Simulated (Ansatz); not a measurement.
The cluster Pd₃H₃⁺ was relaxed with PBE-D4 (def2-TZVP) in Ansatz in these states: charge +1 quintet, charge +1 singlet, charge +1 triplet. The geometries follow in no particular order.

In the def2 sets Pd takes a core potential; there is no spin–orbit coupling.

A:

Cartesian coordinates in Å:
```
Pd 0.9110 1.2847 -0.3965
Pd -0.6712 -0.7634 -1.2666
Pd -1.0127 0.2537 1.2441
H 0.6007 0.5891 1.0746
H -0.7118 -1.1098 0.3528
H 0.8840 -0.2545 -1.0083
```

B:

```tsv
atom	x (Å)	y (Å)	z (Å)
Pd1	0.645	-0.400	1.391
Pd2	-1.134	1.003	0.071
Pd3	-0.053	-1.005	-1.224
H4	0.978	-1.535	0.094
H5	-0.588	0.648	-1.550
H6	0.151	1.289	1.219
```

C:

Cartesian coordinates in Å:
```
Pd 0.099 0.952 1.425
Pd 0.854 -0.061 -0.906
Pd -1.463 -0.854 0.103
H 0.200 -0.663 0.687
H -0.696 -0.774 -1.393
H 1.005 1.400 0.085
```

Question: Judge from the bond lengths which geometry belongs to which state (an estimate).

Answer: A is the charge +1 singlet (Pd1–H4 1.657 Å, Pd2–H5 1.657 Å, Pd3–H4 1.657 Å); B is the charge +1 quintet (Pd1–H4 1.755 Å, Pd2–H5 1.747 Å, Pd3–H4 1.755 Å); C is the charge +1 triplet (Pd1–H4 1.778 Å, Pd2–H5 1.774 Å, Pd3–H4 1.772 Å).

At PBE-D4/def2-TZVP the gap within one spin of the charge 1 quintet nearly closes, so an electron or hole may be smeared out by delocalisation error. At PBE0-D4/def2-TZVP a singlet lies 2.73 eV below the charge +1 quintet. At PBE0-D4/def2-TZVP a singlet lies 1.11 eV below the charge +1 triplet. These are the stationary points nearest to one start from a short search; other shapes may lie lower in each state.
